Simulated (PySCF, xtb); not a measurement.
C₃H₇O, SMILES CC(C)[O], multiplicity 2.

Harmonic wavenumbers (cm⁻¹) from GFN2-xTB (xtb 6.7.1) at its own minimum, in rising order: 154, 201, 345, 422, 464, 783, 820, 929, 950, 989, 1079, 1094, 1105, 1285, 1358, 1380, 1459, 1470, 1472, 1482, 2523, 3034, 3038, 3044, 3048, 3053, 3055.

### Question
What does PySCF with PBE-D3(BJ)/def2-SVP give at its own minimum? (Estimate from the structure and the level; the computed values follow.)

### Answer
192, 233, 347, 408, 442, 791, 841, 872, 964, 1013, 1013, 1088, 1124, 1204, 1302, 1327, 1396, 1401, 1413, 1421, 2687, 2972, 2977, 3066, 3070, 3087, 3088. Paired by order, the mean absolute difference is 43 cm⁻¹ and the zero-point energies are 57.2 and 56.8 kcal/mol.
